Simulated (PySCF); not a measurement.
# Nuclear quadrupole coupling in `C=C[C@@H]1CNBN1`

Compound: C4H9BN2.
SMILES with atom numbers: `[CH2:1]=[CH:2][C@@H:3]1[CH2:4][NH:5][BH:6][NH:7]1` (hydrogens: H8, H9 on C1; H10 on C2; H11 on C3; H12, H13 on C4; H14 on N5; H15 on B6; H16 on N7)

Cartesian coordinates in Å at the PBE0-D3(BJ)/def2-SVP level; atoms count from 1:
```xyz
16
C4H9BN2 angstrom
C      2.517   -0.842    0.213
C      1.382   -0.391   -0.321
C      0.158   -0.023    0.467
C     -1.105   -0.817    0.013
N     -2.028    0.188   -0.468
B     -1.504    1.490   -0.312
N     -0.219    1.368    0.268
H      3.388   -1.092   -0.399
H      2.614   -0.982    1.295
H      1.298   -0.252   -1.407
H      0.366   -0.231    1.533
H     -1.518   -1.397    0.859
H     -0.836   -1.550   -0.770
H     -2.932   -0.087   -0.818
H     -2.053    2.520   -0.614
H      0.455    2.088    0.474
```

Field gradients from the PBE0/pcSseg-1 density (PySCF, non-relativistic), principal values in atomic units, ordered |Vxx| ≤ |Vyy| ≤ |Vzz|:

```
atom      Vxx      Vyy      Vzz
  N5   0.1927   0.7328  -0.9255
  B6  -0.1345  -0.1954   0.3300
  N7   0.1771   0.7300  -0.9070
```

Task: Find the asymmetry η = (Vxx − Vyy)/Vzz and the couplings χ = eQV/h (234.96 MHz × Q in barn × V in au), with Q(14N) = 0.02044 b, Q(11B) = 0.04059 b.

Result: 
| atom | environment | nucleus | η | χzz (MHz) | χxx (MHz) | χyy (MHz) |
| --- | --- | --- | --- | --- | --- | --- |
| N5 | boron-bound nitrogen | 14N | 0.58 | -4.445 | 0.925 | 3.519 |
| B6 | three-coordinate boron | 11B | 0.18 | 3.147 | -1.283 | -1.864 |
| N7 | boron-bound nitrogen | 14N | 0.61 | -4.356 | 0.850 | 3.506 |

The tensor is traceless: Vxx + Vyy + Vzz = 0.

Task: What is Vzz at B6 in SI units (1 au = 9.71736 × 10²¹ V/m²)?

Result: 0.3300 au = 3.206 × 10²¹ V/m².

Task: And the gradient at the other heavy atoms, for which no coupling is worked out here?

Result: 
```tsv
atom	environment	Vzz (au)	η
C1	terminal =CH2 carbon	0.289	0.48
C2	alkene CH carbon	0.338	0.56
C3	sp3 carbon bound to nitrogen	0.197	0.30
C4	sp3 carbon bound to nitrogen	0.204	0.47
```

Task: What couplings would deuterons (Q(2H) = 0.00286 b) have in place of the hydrogens, at this geometry?

Result: 
```csv
atom,bonded to,bond length (Å),Vzz (au),η,χzz (kHz)
H8,C1,1.093,0.3070,0.05,206
H9,C1,1.095,0.3031,0.06,204
H10,C2,1.098,0.2949,0.05,198
H11,C3,1.106,0.2735,0.01,184
H12,C4,1.105,0.2779,0.04,187
H13,C4,1.106,0.2752,0.04,185
H14,N5,1.007,0.4222,0.16,284
H15,B6,1.206,0.2072,0.00,139
H16,N7,1.008,0.4193,0.16,282
```

One conformer (not necessarily the lowest) at the PBE0-D3(BJ)/def2-SVP geometry, without solvent, vibrations or thermal averaging. These gradients aren't converged with respect to the basis.
